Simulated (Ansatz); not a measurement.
Two members of one family (Same ligands, another metal), computed with Ansatz in the gas phase. The two geometries come from different levels. HOMO and LUMO are taken over both spins. Binding counts from free atoms in the multiplicity of their measured ground term, without zero-point energy. Singlets are spin-restricted. The structures are stationary points that may keep the symmetry of their start. Remarks come from the PBE and PBE0 runs and from stability tests at other levels; not every state was tested. HOMO above LUMO (over both spins in singlets and doublets, within one spin in higher multiplets; at PBE or PBE0), or a gap under 0.15 eV within one spin, warns that the state may not be the lowest or that an electron is smeared out.

First: CrCl2 (quintet, charge 0, PBE-D4/def2-TZVP geometry).

```xyz
3

Cr    0.0000    0.0000    0.0000
Cl   -0.1459    0.2341   -2.1556
Cl    0.1459   -0.2341    2.1556
```

```
               level  HOMO (eV)  LUMO (eV)  gap (eV)  binding per atom (eV)
     PBE-D4/def2-SVP      -5.58      -5.56      0.02                   2.62
    PBE-D4/def2-TZVP      -5.79      -5.74      0.05                   2.60
   BLYP-D4/def2-TZVP      -5.61      -5.50      0.11                   2.58
r2SCAN0-D4/def2-TZVP      -8.14      -4.34      3.80                   2.43
   ωB97X-V/def2-TZVP     -10.14      -2.03      8.11                   2.61
```

Metal–donor distances: 2 × Cl 2.17 Å. Remarks: near-degenerate levels, gap within one spin near zero, HOMO above LUMO (singlet), restricted SCF unstable (singlet), spin-contaminated (⟨S²⟩ up to 3.00) (triplet).

Second: CoCl2 (quartet, charge 0, PBE0-D4/def2-TZVP geometry).

```xyz
3

Co    0.000    0.000    0.000
Cl   -0.839   -0.207    1.902
Cl    0.839    0.207   -1.902
```

**Question.** Estimate how these quantities change from the first to the second (second minus first).

**Answer.** 
```tsv
level	Δ HOMO (eV)	Δ LUMO (eV)	Δ gap (eV)	Δ binding per atom (eV)
PBE-D4/def2-SVP	-0.73	-0.04	0.69	0.28
PBE-D4/def2-TZVP	-0.81	-0.43	0.38	0.14
BLYP-D4/def2-TZVP	-0.92	-0.56	0.37	0.02
r2SCAN0-D4/def2-TZVP	-1.14	0.80	1.95	0.26
ωB97X-V/def2-TZVP	-1.43	0.20	1.63	0.08
```

Metal–donor distances: 2 × Cl 2.09 Å. Remarks: spin-contaminated (⟨S²⟩ up to 1.76) (doublet).
